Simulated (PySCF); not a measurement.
Si(H)2(OMe)(SeH) (CH₆OSeSi), SMILES CO[SiH2][SeH].

Coordinates come from a B3LYP-D3(BJ)/def2-SVP optimisation. The structure was generated by enumeration, and PubChem lists no compound with its InChIKey, so it may never have been made. Other conformers were not sampled.

These are HF/def2-TZVP run with PySCF values and carry that method's errors.

The molecule is in vacuum.

Computed frontier levels, gap, dipole moment and polarisability:
```json
{
 "highest_occupied_level": "-9.75 eV",
 "lowest_empty_level": "3.00 eV",
 "orbital_gap": "12.75 eV",
 "dipole_moment": "1.72 D",
 "quadrupole, principal values (traceless, Buckingham form, about the centre of nuclear charge)": "-4.03, -0.98, 5.01 D·Å",
 "mean_static_polarisability": "63.5 bohr³ (9.42 Å³)",
 "polarisability_principal_values": "56.0, 61.7, 72.9 bohr³"
}
```
